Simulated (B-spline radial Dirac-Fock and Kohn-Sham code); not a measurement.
Photoemission from Sm²⁺ at 6000 eV, detector at θ = 54.7°, φ = 180°

System: samarium as Sm²⁺, configuration [Xe] 4f6. The computed values come from an atomic code on a B-spline grid: Dirac-Hartree-Slater photoionisation with a Latter tail; cross sections with all multipoles, angular parameters from the dipole term and its interference with E2. Thresholds are orbital energies of the model. For linearly polarised light dσ/dΩ = σ/(4π) [1 + β P₂(cos θ) + (δ + γ cos²θ) sin θ cos φ], with θ from the polarisation vector and φ the angle between the beam and the projection of the electron momentum on the plane normal to the polarisation. The dipole factor is 1 + βP₂ and the non-dipole term is the rest of the bracket. Open shells are filled statistically over j.

| subshell | threshold (eV) | σ (kb) | β | γ | δ | dipole factor | non-dipole term | dσ/dΩ (kb/sr) |
| --- | --- | --- | --- | --- | --- | --- | --- | --- |
| 3s | 1714.3 | 6.42 | 1.98 | -0.13 | -0.001 | 1.002 | +0.036 | 0.530 |
| 3p1/2 | 1546.1 | 7.48 | 1.57 | 0.35 | 0.009 | 1.001 | -0.104 | 0.534 |
| 3p3/2 | 1421.5 | 13.4 | 1.65 | 0.41 | 0.018 | 1.001 | -0.128 | 0.933 |
| 3d3/2 | 1126.6 | 6.11 | 1.16 | 1.08 | 0.143 | 1.001 | -0.411 | 0.287 |
| 3d5/2 | 1099.3 | 8.37 | 1.09 | 1.07 | 0.154 | 1.001 | -0.418 | 0.389 |
| 4s | 356.7 | 1.60 | 1.98 | -0.12 | -0.001 | 1.002 | +0.034 | 0.132 |
| 4p1/2 | 291.4 | 1.62 | 1.57 | 0.49 | 0.008 | 1.001 | -0.139 | 0.111 |
| 4p3/2 | 263.8 | 2.86 | 1.65 | 0.54 | 0.016 | 1.001 | -0.161 | 0.191 |
| 4d3/2 | 155.2 | 1.11 | 1.14 | 1.13 | 0.133 | 1.001 | -0.416 | 0.0516 |
| 4d5/2 | 150.2 | 1.51 | 1.06 | 1.11 | 0.146 | 1.001 | -0.421 | 0.0697 |
| 4f5/2 | 23.05 | 0.0211 | 0.68 | 1.20 | 0.357 | 1.001 | -0.619 | 0.000642 |
| 4f7/2 | 22.42 | 0.0264 | 0.66 | 1.18 | 0.365 | 1.001 | -0.620 | 0.000798 |
| 5s | 61.57 | 0.277 | 1.98 | -0.11 | -0.001 | 1.002 | +0.031 | 0.0228 |
| 5p1/2 | 43.58 | 0.227 | 1.57 | 0.51 | 0.007 | 1.001 | -0.145 | 0.0155 |
| 5p3/2 | 39.77 | 0.387 | 1.65 | 0.57 | 0.015 | 1.001 | -0.167 | 0.0257 |
